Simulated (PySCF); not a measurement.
Orbital picture of BeSe

PBE0 at R = 1.880 Å; basis Be def2-SVP, Se def2-SVP; no relativity; PySCF 2.14. State: ¹Σ⁺ (singlet), closed shell. Only the outer orbitals are listed, counted within each symmetry.

| orbital | occ. | ε (eV) | on Be (%) | main shells (%) |
| --- | --- | --- | --- | --- |
| 8σ | 2 | -17.59 | 12 | 87 Se s |
| 9σ | 2 | -8.52 | 34 | 59 Se p, 30 Be s |
| 4π | 2 | -6.56 | 21 | 78 Se p, 21 Be p |
| 4π | 2 | -6.56 | 21 | 78 Se p, 21 Be p |
| 10σ | 0 | -3.91 | 89 | 46 Be s, 43 Be p, 9 Se p |
| 5π | 0 | -0.61 | 78 | 78 Be p, 20 Se p |
| 5π | 0 | -0.61 | 78 | 78 Be p, 20 Se p |

Task: Which are the highest filled and the lowest empty level, where do they sit, and how wide is the gap?

Result: Highest filled 4π at -6.56 eV (in %: 78 Se p, 21 Be p); lowest empty 10σ at -3.91 eV (in %: 46 Be s, 43 Be p, 9 Se p); the gap at PBE0 is 2.65 eV.

```
bond order (Mayer)                               : 2.38
⟨S²⟩                                             : 0.000
charge on Be (Mulliken, basis-dependent)         : 0.24
charge on Be (Löwdin, basis-dependent)           : 0.08
dipole moment (positive dipole means Be(−)Se(+)) : -4.75 D
polarisability along the bond                    : 63.9 bohr³
polarisability across the bond                   : 42.3 bohr³
```
